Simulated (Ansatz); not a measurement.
**Which is lower?**

Two relaxed structures of SnH$_{3}$Se (charge -1), closed shell (PBE0-D4/def2-TZVPD; forces vanish, vibrations not checked).

A:

```xyz
5
angstrom
Se -2.3407 0.9619 0.6687
Sn 0.0634 -0.2386 0.3010
H 0.1209 0.1965 -1.4379
H -2.8867 -0.1631 1.4393
H 0.9784 1.2417 0.7349
```

B:

Se1  (-2.260, 0.299, 0.776)
Sn2  (0.027, -0.004, -0.009)
H3  (0.338, 0.473, -1.659)
H4  (0.637, -1.638, 0.026)
H5  (1.258, 0.870, 0.867)
(Å)

Ansatz 0.2.0; basis: def2-TZVPPD; cores frozen in the correlated methods. Filled d shells of the heavier atoms are correlated. Core potentials replace the inner electrons of the atoms past krypton. The def2 sets are not built for correlating such inner shells, so the correlated values are less sure here. B3LYP uses VWN-RPA correlation.

Q: Which structure is lower at CCSD(T), and by how much? (To be estimated.)

A: The calculation gives: B, by 2.53 kcal/mol (electronic energy, against the other). By their contacts, A is SnH₃Se ([SeH][SnH2]), total charge -1 and B is SnH₃Se ([Se][SnH3]), total charge -1.

Q: Do the other methods give the same order? (A judgement: the text doesn't fix the answer.)

A: The calculation gives: Not all: PBE-D4, B3LYP-D4 give the other order.

```
   method  E(B) − E(A) (kcal/mol)
   PBE-D4                    0.98
r2SCAN-D4                   -1.24
  PBE0-D4                   -1.41
 B3LYP-D4                    0.91
  wB97M-V                   -1.78
       HF                   -5.77
      MP2                   -2.86
     CCSD                   -2.50
  CCSD(T)                   -2.53
```

No T1 diagnostic of these runs exceeds 0.014.

Labels in which every atom is bracketed show which atoms are joined, not bond orders.

For scale, one of the runs: CCSD(T)/def2-TZVPPD, 164 basis functions, launched by `ansatz run in.yaml --threads 2 --pin off --events-out ev --progress --plain --max-ram 4352MiB`. Time: 61 s of wall clock on 2 CPU threads of an Arm Neoverse V2; the host was shared. Peak host memory: 1.4 GiB.
